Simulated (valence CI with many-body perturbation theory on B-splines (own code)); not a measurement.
Results of a calculation; reference values are marked as such.
**Pt7+: input, log and results**

Method: configuration interaction combined with many-body perturbation theory (CI+MBPT): three valence electrons over a frozen Dirac-Fock core [Xe] 4f14, radial functions for each j: 6 s, 6 p, 5 d, 5 f, 1 g, with the one-electron correlation potential Σ1 (screened to all orders), the two-electron term Σ2, the three-electron term Σ3, Breit, model QED; selected single and double excitations, second order for the rest, scaled by the run's own slope (own B-spline code, finite nucleus).

Command, and the settings that its task file holds:

```sh
python run_cv.py task.json out
```

```
atom Pt  Z=78  mass_number=195  rms_radius_fm=5.4270
core [Xe] 4f14
valence 5d3
avg = 1
basis = S
breit = 1
cap = 10000
capref = 1200
cscale = 1
de = 0.0
dress = 0
eps = 2e-08
extrap = 1
h = 1.1
hh = 1
l2 = 3
lcore = 6
maxit = 60
n2 = 5
natural = 1
nlev = 21
nno = [3, 3, 3, 3, 1]
nroot = 26
nsp = [3, 3, 2, 2, 0]
pt2 = 1
qed = 1
rpa = 1
s1 = 1
s2 = 1
s3 = 1
screen = 1
tol = 2e-05
whole = 1
```

It took 29 s on 1 thread of Arm Neoverse V1, with other jobs on the host.

Log. The first blocks belong to the next ion, which gives the ionisation energy. Fields: 2J, parity (1 odd), roots, reference size, generating configurations, candidates as configurations/state functions, variational space P, stored matrix elements, Davidson steps; e2 is the range of second-order energies in hartree. The first line gives the box (bohr), its intervals, the orbitals and the steps of their self-consistent field. Window is the range of levels sought, series limit the energy at which the first omitted orbital would enter, core excitation an estimate of the first excitation out of the core, left out the lowest levels not solved, and shifts from estimates the range by which levels moved from their first estimate, all in cm⁻¹.

```
rmax 13.1 intervals 31 orbitals 40 references ['5d3', '5d2 6s', '5d2 6p'] scf 5 t 0.6
2J=4 par=0 roots 2 ref 42 generators 4 cand 293/293 P 303/303 nnz 0 it 0
2J=4 par=0 roots 2 ref 42 generators 11 cand 32/32 P 322/322 nnz 0 it 0
   second order: generators 23 cand 13/13 e2 -0.00000 -0.00000
reference levels 456, estimated 21, window 210969 1/cm; series limit 642678, core excitation 263711
2J=3 par=0 roots 6 ref 32 generators 10 cand 1350/3011 P 923/2181 nnz 0 it 5
2J=3 par=0 roots 6 ref 32 generators 28 cand 3131/6858 P 1289/3073 nnz 1.6e+06 it 5
   second order: generators 63 cand 3525/7505 e2 -0.00002 -0.00000
2J=5 par=0 roots 6 ref 34 generators 7 cand 767/1844 P 922/2480 nnz 0 it 5
2J=5 par=0 roots 6 ref 34 generators 23 cand 3023/7711 P 1290/3533 nnz 2.1e+06 it 7
   second order: generators 65 cand 3669/9083 e2 -0.00002 -0.00000
2J=7 par=0 roots 3 ref 25 generators 2 cand 254/632 P 632/1759 nnz 0 it 3
2J=7 par=0 roots 3 ref 25 generators 8 cand 1488/4324 P 810/2436 nnz 0 it 5
   second order: generators 26 cand 2346/6475 e2 -0.00001 -0.00000
2J=9 par=0 roots 3 ref 18 generators 3 cand 205/416 P 538/1402 nnz 0 it 4
2J=9 par=0 roots 3 ref 18 generators 12 cand 1723/4687 P 668/1861 nnz 0 it 5
   second order: generators 27 cand 2684/6688 e2 -0.00001 -0.00001
2J=1 par=0 roots 2 ref 19 generators 3 cand 782/1249 P 626/1000 nnz 0 it 0
2J=1 par=0 roots 2 ref 19 generators 8 cand 1025/1584 P 811/1301 nnz 0 it 5
   second order: generators 26 cand 1612/2483 e2 -0.00001 -0.00000
2J=11 par=0 roots 1 ref 6 generators 1 cand 195/371 P 353/788 nnz 0 it 0
2J=11 par=0 roots 1 ref 6 generators 5 cand 1321/3222 P 483/1171 nnz 0 it 0
   second order: generators 12 cand 1846/4134 e2 -0.00001 -0.00001
left out: unestimated 314070, estimated none, shifts from estimates -31 to 3
operators 3.1
```

The Davidson iterations converged. The settings are bad on purpose, so the numbers may not be properties of the ion.

No measured spectrum was set against this ion. As an estimate, terms of the open shell hold to 2 to 4 % of their energy, and close levels can change places; different configurations can be misplaced against each other by 1,000 to 8,000 cm⁻¹. The list stops below the first excitations out of the core. Only levels of the ground parity were solved; by the run's estimate the other parity begins above the list, which can be wrong where configurations are misplaced.

```
Valence energy                            : -14.7212 hartree
Ionisation energy                         : 115.09 eV (NIST: 109 ± 2.1 eV (theoretical))
Reference configurations for the orbitals : 5d3, 5d2 6s, 5d2 6p
Radial orbitals                           : 40
Box radius                                : 13.13 bohr
Largest variational space                 : 3533
Lowest levels                             : (5d3/2^3) J=3/2 0.0, (5d3/2^2 5d5/2) J=5/2 12924, (5d3/2^2 5d5/2) J=7/2 20787, (5d3/2^2 5d5/2) J=3/2 21937, (5d3/2^2 5d5/2) J=9/2 24076, (5d3/2^2 5d5/2) J=1/2 25655, (5d3/2 5d5/2^2) J=7/2 [a] 37477, (5d3/2 5d5/2^2) J=5/2 [a] 39011, (5d3/2 5d5/2^2) J=9/2 39647, (5d3/2 5d5/2^2) J=3/2 [a] 45069, (5d3/2 5d5/2^2) J=1/2 47749, (5d3/2 5d5/2^2) J=11/2 50050, (5d3/2 5d5/2^2) J=5/2 [b] 53758, (5d3/2 5d5/2^2) J=5/2 [c] 57436 cm⁻¹
```

Levels are named by their leading jj configuration (3d3/2^4 stands for four electrons in 3d with j = 3/2), which in mixed levels can hold well under half, so a name can repeat and another be missing. Letters in brackets count levels of one name in rising energy.
